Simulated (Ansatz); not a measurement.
System: C$_{2}$H$_{2}$ClF, charge 0, singlet. C2H2ClF (SMILES F/C=C\Cl).
B3LYP-D3(BJ)/def2-TZVP minimum from Ansatz (a first-principles code):
```xyz
6

F     -1.7752     0.2382    -0.0581
C     -1.0067    -0.8329     0.1643
C      0.3143    -0.7877     0.1622
Cl     1.2240     0.6469    -0.1252
H     -1.5702    -1.7379     0.3456
H      0.8929    -1.6792     0.3469
```
Charge 0, spin multiplicity 1.

Hartree-Fock and MP2 correlation energies in hartree (Ansatz). Radicals and triplets start from unrestricted determinants; spin-orbit coupling is neglected. Cores are frozen in correlated methods. No relativity.

| basis | X | E(HF) | E(corr, MP2) |
|---|---|---|---|
| cc-pV(T+d)Z | 3 | -635.88618 | -0.75612 |
| cc-pV(Q+d)Z | 4 | -635.90329 | -0.81930 |
| cc-pV(5+d)Z | 5 | -635.90746 | withheld |

**Question.** Fit E(corr) = E∞ + A/X³ to X = 3 and 4, predict X = 5, and compare with the run.

**Answer.** A = (-0.75612 - (-0.81930))/(1/27 - 1/64) = 2.9507; E∞ = -0.81930 - A/64 = -0.86540; at X = 5, E∞ + A/125 = -0.84180. The run gave -0.84531, 3.51 mEh below the prediction. The same form on X = 4 and 5 gives E∞ = -0.87260, 7.19 mEh below the first estimate.
